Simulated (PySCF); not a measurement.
CH3N2S, multiplicity 2. Atoms are numbered in the order given.

```xyz
7

N      0.9545    -0.9430     0.8073
C     -0.0565    -0.2929     0.3039
N     -1.3241    -0.6924     0.5377
S      0.2896     0.9700    -0.8130
H      1.8060    -0.3781     0.7975
H     -1.4536    -1.5546     1.0533
H     -2.0597    -0.3826    -0.0812
```
Charge 0, spin multiplicity 2.

Geometry optimised at PBE0-D3(BJ)/def2-SVP. The isomer is the one that the SMILES or the coordinates give; other isomers of the formula were not compared. Other conformers were not sampled.

The numbers are results of PBE/def2-TZVPD (PySCF), not measurements.

Mulliken values depend strongly on the basis, most of all with diffuse functions as here. ESP charges are fitted to the potential on shells at 1.4 to 2.0 van der Waals radii. Atomic charges (e):

```
atom  meta-Löwdin  Mulliken     ESP fit  Mulliken spin
----  -----------  --------  ----------  -------------
N1          -0.40     -0.45  (withheld)           0.39
C2           0.14      0.54        0.34          -0.11
N3          -0.39     -0.28       -0.62           0.00
S4          -0.10     -0.37       -0.19           0.73
H5           0.23      0.19  (withheld)          -0.01
H6           0.25      0.20  (withheld)           0.00
H7           0.25      0.16  (withheld)           0.00
```

### Question
What belongs in the gaps? (An estimate is asked for; the answer gives what the named calculation found.)

### Answer

- N1, ESP fit: -0.54
- H5, ESP fit: 0.31
- H6, ESP fit: 0.36
- H7, ESP fit: 0.33
